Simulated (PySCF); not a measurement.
C₅H₉NSi₂.
Cartesian coordinates in Å at the PBE0-D3(BJ)/def2-SVP level; atoms count from 1:
```xyz
17
C5H9NSi2 angstrom
Si     3.1124    0.7326    0.4817
Si     1.8542   -1.1501   -0.1131
C      0.0797   -0.5074   -0.2996
C     -0.9234   -1.1224   -1.0594
C     -2.1907   -0.5463   -1.1007
C     -2.4166    0.6240   -0.3813
C     -1.3582    1.1693    0.3456
N     -0.1461    0.6255    0.3852
H      2.7644    1.8720   -0.4198
H      2.8549    1.1118    1.9025
H      4.5765    0.4486    0.3344
H      1.9050   -2.1992    0.9557
H      2.3154   -1.7939   -1.3851
H     -0.7110   -2.0407   -1.6125
H     -2.9916   -1.0035   -1.6876
H     -3.3934    1.1125   -0.3847
H     -1.4973    2.0929    0.9192
```

Linear response at CAM-B3LYP/def2-SVPD (PySCF, frozen core in the response, non-relativistic).

Static isotropic polarisability: 121.80 au (18.05 Å³), principal values 85.8, 126.1, 153.5 au.

(1) What is the polarisability at 1064 nm and at the sodium D line?

(2) What is the isotropic C6 coefficient between two such molecules, C6 = (3/π)∫α(iω)² dω?

(3) Which effective excitation energy ω̄ makes London's formula C6 = (3/4)α²ω̄ exact here?

(4) What three-body coefficient follows from the one-pole estimate C9 = (3/4)·α·C6?

(5) How anisotropic is the static polarisability, by Δα² = ½[(α1 − α2)² + (α2 − α3)² + (α3 − α1)²]?

(6) How many electrons N does the Slater–Kirkwood formula C6 = (3/4)·√N·α^(3/2) need to give this C6?

(7) What molar refraction at the D line follows from R = (4π/3)·N_A·α′, with α′ the polarisability volume?

(8) The lowest 6 singlets have (eV, f): 4.77, 0.004; 5.12, 0.000; 5.46, 0.068; 6.12, 0.130; 6.50, 0.001; 6.88, 0.035. What share of the static polarisability do they carry in the sum over states α = Σ f/ω²?

Answers

(1) 123.34 au at 1064 nm (+1.3 %), 127.06 au at 589.3 nm (+4.3 %). The rise at 589.3 nm is 3.42 times that at 1064 nm; a pure ω² law gives 3.26. The lowest singlet lies at 260 nm, shorter than both wavelengths.

(2) 5015 au (Eh·bohr⁶) by a ten-point quadrature over imaginary frequencies, which is 3000 eV·Å⁶ or 289 J·nm⁶/mol.

(3) ω̄ = 4·C6/(3α²) = 0.451 Eh = 12.3 eV. A one-pole form α(ω) = α/(1 − ω²/ω̄²) fitted to the 1064 nm value gives 10.4 eV.

(4) 458000 au. This is an estimate from the two numbers above, not a computed integral.

(5) Δα = 59.0 au, or 0.48 of the isotropic value.

(6) N = (4·C6/3)²/α³ = 24.7; the species has 74 electrons in all.

(7) α′ = 18.83 Å³ gives R = 47.49 cm³/mol, for isolated, non-vibrating species.

(8) 4.93 au, 4.1 % of α; the largest term, 2.57 au, is that of the state at 6.12 eV. Their oscillator strengths add up to 0.24. Higher states carry the rest.

The run took 77 s of wall time on one thread of an Intel Xeon Platinum 8488C, on a shared host, and the process peaked at 1.2 GiB of memory. This is the whole response run at CAM-B3LYP/def2-SVPD, SCF included.

One conformer stands for the species.
